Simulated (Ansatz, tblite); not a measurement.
Isomers of SnTe2⁻ (doublet), found by a short tight-binding search and relaxed with PBE-D4/def2-SVPD in Ansatz.

In the def2 sets Sn, Te take a core potential; there is no spin–orbit coupling. The xTB rows come from tblite. LC-ωPBE has ω = 0.4 bohr⁻¹. Correlated methods freeze 12 core orbitals; core or outer-core shells of Sn, Te are correlated, in sets that lack core-valence functions.

B: At CCSD(T)/def2-SVPD, r2SCAN-D4/def2-TZVPD, PBE0-D4/def2-TZVPD the charge -1 doublet is spin-contaminated (final ⟨S²⟩ up to 0.89, 0.75 for a pure state).

Other spin states were run for one of them alone.

A:

```xyz
3

Sn    0.2735   -0.7262   -0.0192
Te    0.7389    0.7520   -2.2205
Te   -1.0125   -0.0258    2.2398
```

B:

```xyz
3

Sn   -1.890   -0.252    1.339
Te    2.211    0.632   -0.454
Te   -0.321   -0.380   -0.885
```

Q: Estimate their order by electronic energy at PBE0-D4/def2-TZVPD, counted from the lowest.

A: A (0.0) < B (21.9), in kcal/mol.

Q: Do the other levels pick the same lowest one?

A: All that were run do. Energies above each level's lowest (kcal/mol):

```csv
level,A,B
GFN1-xTB,0.0,36.3
GFN2-xTB,0.0,17.4
HF/def2-SVPD,0.0,20.7
PBE-D4/def2-TZVPD,0.0,20.9
r2SCAN-D4/def2-TZVPD,0.0,22.6
PBE0-D4/def2-TZVPD,0.0,21.9
BHLYP-D4/def2-TZVPD,0.0,22.1
LC-ωPBE/def2-TZVPD,0.0,21.5
MP2/def2-SVPD,0.0,26.2
CCSD/def2-SVPD,0.0,23.1
CCSD(T)/def2-SVPD,0.0,23.9
```
Point groups (tolerance 0.1 Å): A C2v, B Cs. Lower isomers may exist.
